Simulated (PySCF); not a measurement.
# What a mistake does to a calculation on FH4OSi2 cation

All numbers below are calculated, not measured. The program is PySCF 2.14.0, an open-source quantum chemistry code, run on an isolated molecule that a program drew, which may never have been made. The molecule is FH4OSi2 cation (charge +1, singlet), drawn as the SMILES string `O[SiH2][SiH+]F`.

Each row is a Hartree-Fock (HF) and frozen-core CCSD(T) single point in the cc-pV(D+d)Z basis, meant for a local HF minimum. Run 1 is clean. Each other run has one planted mistake out of seven kinds, and not every kind appears here: one electron removed, one electron added, multiplicity raised by two, geometry at a saddle point, minimal basis STO-3G, one bond length entered in bohr, all coordinates scaled. The reference is restricted for singlets and unrestricted otherwise, and also for a bond in bohr. Adding or removing an electron swaps singlet and doublet. Electrons count all cores. HOMO and LUMO are orbital energies over both spins, the gradient is its largest component, and the lowest frequency (negative if imaginary) is given only where the gradient is small. Bond lengths are over the 7 bonds as drawn. T1 is the CCSD diagnostic: over 0.02 (restricted) or 0.045 (unrestricted) a single reference is doubtful.

Geometry of the clean run:
```xyz
8
FH4OSi2 cation, angstrom
O     0.4011   -1.2485   -1.1144
Si   -0.5239   -0.9081    0.1719
Si   -1.0438    1.3491   -0.5240
F    -1.9644    2.2442    0.3815
H     0.8483   -2.0689   -1.2854
H     0.1635   -0.7612    1.4574
H    -1.8187   -1.5894    0.2511
H    -0.6362    2.0984   -1.7143
```

| run | electrons | basis functions | <S^2> | HOMO (eV) | LUMO (eV) | gradient (hartree/bohr) | lowest frequency (cm^-1) | mean bond (Å) | longest bond (Å) | T1 | HF (hartree) | CCSD(T) (hartree) | mistake |
|---|---|---|---|---|---|---|---|---|---|---|---|---|---|
| 1 | 48 | 94 | 0.000 | -17.39 | -5.37 | 3.2e-05 | 27 | 1.5650 | 2.419 | 0.0154 | -754.30856 | -754.90287 | no fault |
| 2 | 48 | 94 | 0.000 | -17.06 | -5.50 | 5.4e-02 | - | 1.6871 | 2.607 | 0.0181 | -754.26665 | -754.87488 | all coordinates scaled |
| 3 | 48 | 94 | 2.009 | -13.86 | -8.49 | 5.2e-02 | - | 1.5650 | 2.419 | 0.0238 | -754.17911 | -754.76707 | multiplicity raised by two |
| 4 | 48 | 94 | 0.890 | -15.73 | -5.57 | 1.7e-02 | - | 1.7511 | 2.767 | 0.0315 | -754.20382 | -754.78549 | one bond length entered in bohr |
| 5 | 47 | 94 | 0.779 | -23.59 | -15.59 | 9.4e-02 | - | 1.5650 | 2.419 | 0.0351 | -753.70268 | -754.29230 | ? |
| 6 | 49 | 94 | 0.777 | -6.95 | 2.47 | 5.4e-02 | - | 1.5650 | 2.419 | 0.0144 | -754.53409 | -755.13672 | ? |

**Which mistake was planted in run 5, and what did it cost?**

It counts 47 electrons, one fewer than the clean run, at the same geometry and basis. So the mistake is: one electron removed. Subtracting run 1 and multiplying by 627.51 kcal/mol a hartree, the energy moved by 380.2 kcal/mol in HF and 383.1 kcal/mol in CCSD(T).

**Which mistake was planted in run 6, and what did it cost?**

It counts 49 electrons, one more than the clean run, at the same geometry and basis. So the mistake is: one electron added. Subtracting run 1 and multiplying by 627.51 kcal/mol a hartree, the energy moved by -141.5 kcal/mol in HF and -146.7 kcal/mol in CCSD(T).

